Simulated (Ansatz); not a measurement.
Consider the redistribution: `[SnH3][SnH3]` + `[F][Al]([SiH3])[Cl]` → `[SiH3][Al]([Cl])[SnH3]` + `[F][SnH3]`.

Gas-phase electronic energies from Ansatz, PBE0-D4/def2-TZVP geometries. CCSD(T)/CBS adds triple-zeta CCSD(T) − MP2 to the extrapolated MP2 energy (def2 sets, frozen cores). Functionals use def2-TZVPP. B3LYP here is the variant with VWN-RPA as its local correlation; programs differ in this. HSE06 is defined as in plane-wave codes. def2 core potentials past Kr. For Sn outer-core shells are correlated without core-valence functions, which leaves a few kJ/mol of doubt a bond.

`[SnH3][SnH3]`:

```xyz
8

Sn    0.164   -0.134   -1.367
Sn   -0.164    0.134    1.367
H     1.392    0.910   -1.931
H     0.599   -1.737   -1.766
H    -1.283    0.249   -2.187
H    -1.380   -0.923    1.933
H    -0.616    1.732    1.765
H     1.288   -0.231    2.186
```

`[F][Al]([SiH3])[Cl]`:

```xyz
7

F    -0.498    2.049   -1.521
Al   -0.048    1.322   -0.115
Si    0.017   -1.105    0.026
Cl    0.444    2.582    1.476
H     0.978   -1.641   -0.977
H    -1.330   -1.663   -0.271
H     0.437   -1.545    1.382
```

`[SiH3][Al]([Cl])[SnH3]`:

Cartesian coordinates in Å:
```
Si -1.766 1.046 1.045
Al 0.545 0.346 0.611
Cl 2.031 1.046 1.933
Sn 1.369 -1.216 -1.374
H -2.299 1.782 -0.137
H -2.627 -0.155 1.243
H -1.890 1.920 2.243
H 0.984 -0.535 -2.896
H 3.054 -1.492 -1.348
H 0.598 -2.742 -1.321
```

`[F][SnH3]`:

```xyz
5

F     1.272   -0.625   -1.110
Sn   -0.089    0.044    0.077
H     0.336    1.668    0.351
H     0.025   -0.937    1.462
H    -1.544   -0.149   -0.781
```

Question: Is it downhill or uphill in electronic energy at CCSD(T)/CBS, and by how much? (Best estimate.)

Answer: The calculation gave: Uphill: ΔE = +158.2 kJ/mol.

Question: What do these levels give: B3LYP-D4, ωB97X-V, ωB97M-V, B2PLYP, PBE-QIDH, PBE, HSE06, CAM-B3LYP, MP2/def2-SVP, CCSD/def2-SVP, SCS-MP2/def2-TZVPP, CCSD/def2-TZVPP? (An estimate is asked.)

Answer: Computed: B3LYP-D4 153.6, ωB97X-V 150.3, ωB97M-V 156.7, B2PLYP 158.2, PBE-QIDH 158.4, PBE 143.8, HSE06 150.1, CAM-B3LYP 157.2, MP2/def2-SVP 166.7, CCSD/def2-SVP 164.7, SCS-MP2/def2-TZVPP 160.6, CCSD/def2-TZVPP 160.0 kJ/mol.

Largest T1 diagnostic among the species: 0.014.

From BLYP to BHLYP (50 % exact exchange), in def2-TZVPP and without D4, ΔE moves by +10.7 kJ/mol. Leaving LDA and LC-ωPBE aside and taking each functional with its dispersion term where it has one, the values, not all of them listed here, spread over 19.7 kJ/mol, from revPBE-D4 to BHLYP-D4. LDA lies +10.8 kJ/mol from PBE without D4. At CCSD(T), def2-SVP lies +5.3 kJ/mol from the extrapolated value and def2-TZVPP −0.1 kJ/mol.
